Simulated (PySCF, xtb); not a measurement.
BrGe, SMILES [Ge][Br] (connectivity only; charge and spin as stated), charge +1, multiplicity 1.

GFN2-xTB (xtb) at its own geometry gives an orbital gap of 3.59 eV.

Coordinates come from a B3LYP-D3(BJ)/def2-TZVP optimisation. The multiplicity is an assumed one; other spin states were not compared.

Q: What does PBE0/def2-TZVPD run with PySCF give? (An estimate is asked for; the answer gives what the named calculation found.)

A: gap 5.99 eV (levels -15.37 and -9.38 eV).
